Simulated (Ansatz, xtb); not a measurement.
# Two isomers of C3H2F4S

Structure I: `FC1(F)CSC1(F)F`, a singlet. Structure II: `F[C@@H]1S[C@@H]1C(F)(F)F`, a singlet. Both are isolated molecules in the gas phase, relaxed with PBE0-D3(BJ)/def2-SVP.

I (Å):

```xyz
10

C     0.5280   -1.0551    0.1566
C    -0.2310   -0.1042    1.0773
C     0.8453   -0.0250   -0.9609
F     1.6247   -1.5939    0.6989
F    -0.2423   -2.0435   -0.3140
F     2.1337    0.3198   -0.9897
F     0.5022   -0.4150   -2.1843
S    -0.2538    1.2188   -0.1965
H     0.3497    0.1690    1.9684
H    -1.2273   -0.4728    1.3545
```

II (Å):

```yaml
atoms:
  - { symbol: C, position_ang: [1.1318, -0.9949, 1.0774] }
  - { symbol: C, position_ang: [-0.0750, -0.6807, 0.2822] }
  - { symbol: C, position_ang: [-0.0005, 0.2892, -0.8745] }
  - { symbol: F, position_ang: [2.2887, -0.4007, 0.7534] }
  - { symbol: F, position_ang: [0.0040, 1.5405, -0.4036] }
  - { symbol: F, position_ang: [1.0733, 0.1278, -1.6301] }
  - { symbol: F, position_ang: [-1.0781, 0.1563, -1.6497] }
  - { symbol: S, position_ang: [0.5467, -2.3619, 0.0692] }
  - { symbol: H, position_ang: [1.0346, -1.1132, 2.1629] }
  - { symbol: H, position_ang: [-1.0273, -0.5755, 0.8161] }
```

Problem. Estimate E(II) − E(I) at the level CCSD(T)/def2-SVP + ΔMP2/def2-TZVPP.

Solution. Calculated at CCSD(T)/def2-SVP + ΔMP2/def2-TZVPP: E(II) − E(I) = −0.077 eV, so structure II lies lower.

The same difference at several levels:

| level | geometry | E(II) − E(I) (eV) | departure from the last row (eV) | job, with rough time for the two |
| --- | --- | --- | --- | --- |
| GFN2-xTB | GFN2-xTB | +0.026 | +0.103 | optimisation, 0.24 s |
| HF/STO-3G | GFN2-xTB | +0.753 | +0.830 | single point, 0.89 s |
| r2SCAN-D4/def2-SVP | GFN2-xTB | −0.180 | −0.103 | single point, 4.3 s |
| PBE0-D3(BJ)/def2-SVP | PBE0-D3(BJ)/def2-SVP | −0.156 | −0.079 | optimisation, 100 s |
| HF/def2-SVP | PBE0-D3(BJ)/def2-SVP | −0.222 | −0.145 | part of the CCSD(T) run |
| MP2/def2-SVP | PBE0-D3(BJ)/def2-SVP | −0.304 | −0.227 | part of the CCSD(T) run |
| CCSD(T)/def2-SVP | PBE0-D3(BJ)/def2-SVP | −0.225 | −0.148 | single point |
| CCSD(T)/def2-SVP + ΔMP2/def2-TZVPP | PBE0-D3(BJ)/def2-SVP | −0.077 |  | single point, 94 s |

As drawn, both hold the same kinds of bond in the same numbers. Structure I has a 4-membered ring, II a 3-membered ring.

GFN2-xTB, HF/STO-3G put the two in the other order. The largest departure from CCSD(T)/def2-SVP + ΔMP2/def2-TZVPP is that of HF/STO-3G, 0.830 eV. The last row adds to CCSD(T) the change of the MP2 difference between the two basis sets, here +0.148 eV, a large step that makes the value less sure.

With thermal terms from frequencies at re-optimised GFN2-xTB minima (ideal gas, soft modes damped towards free rotors, one conformer each, 298.15 K, 1 atm): on the last row, ΔE + ΔZPE = −0.083, ΔH = −0.079, ΔG = −0.098 eV.

The correlated steps freeze 12 core orbitals. Mirror images aren't counted in ΔG. Run with Ansatz 0.2.0, xtb 6.7.1; the last row on 2 threads of Intel(R) Xeon(R) Processor @ 2.70GHz on a shared host.
